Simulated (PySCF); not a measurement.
Assignment exercise: C8H4

Structure with atom numbers: `[CH:1]#[C:2][C:3]#[C:4]/[CH:5]=[CH:6]\[C:7]#[CH:8]`; H(Xn) means a hydrogen on atom n.

Non-relativistic, isolated molecule, one conformer. σ from GIAO-PBE0/pcSseg-1; structure optimised with GFN2-xTB; PySCF 2.14.

Chemical shifts δ = σref − σ; TMS for ¹³C (σref 186.93) and ¹H (σref 31.72), all at this level.

(1) Assign these signals to the numbered atoms. ¹³C{¹H} NMR (computed): δ 132.7, 128.2, 101.7, 96.9, 86.1, 85.7, 75.6, 73.5.

(2) Assign these signals to the numbered atoms. ¹H NMR (300 MHz, computed): δ 6.24 (m, 1H), 6.14 (m, 1H), 3.51 (d, 1H), 2.27 (s, 1H).

Results:

(1) 
132.7 → C6, alkene CH: an sp2 carbon of a C=C bond
128.2 → C5, alkene CH
101.7 → C8, terminal alkyne carbon: sp carbons lie upfield of alkene carbons because the cylindrical π system leaves one tensor component strongly shielded
96.9 → C3, alkyne carbon: the triple bond shields along its axis, which puts it between sp3 and sp2 carbons
86.1 → C1, terminal alkyne carbon: sp carbons lie upfield of alkene carbons because the cylindrical π system leaves one tensor component strongly shielded
85.7 → C7, alkyne carbon: sp carbons lie upfield of alkene carbons because the cylindrical π system leaves one tensor component strongly shielded
75.6 → C4, alkyne carbon
73.5 → C2, alkyne carbon

C1 and C7 lie closer than the usual error of such a calculation, so a measured spectrum could show them in the other order.

(2) 
6.24 → H(C6), hydrogen on an alkene CH: olefinic region
6.14 → H(C5), hydrogen on an alkene CH
3.51 → H(C8), hydrogen on a terminal alkyne carbon: it lies on the axis of the triple bond, in its shielding cone
2.27 → H(C1), hydrogen on a terminal alkyne carbon

H(C6) and H(C5) lie closer than the usual error of such a calculation, so a measured spectrum could show them in the other order.

Shifts are as computed. Against solution values, carbons near 30 ppm lie about +3 ppm off and those near 130 ppm about +5 ppm. Of 1211 compounds with measured shifts, 218 miss one by over three times the rms of a fit or turn the order of signals round; such compounds aren't used in these exercises. Multiplicities follow the n + 1 count of equivalent neighbours, as no J values were calculated; m marks all less simple cases, F and P coupling included.
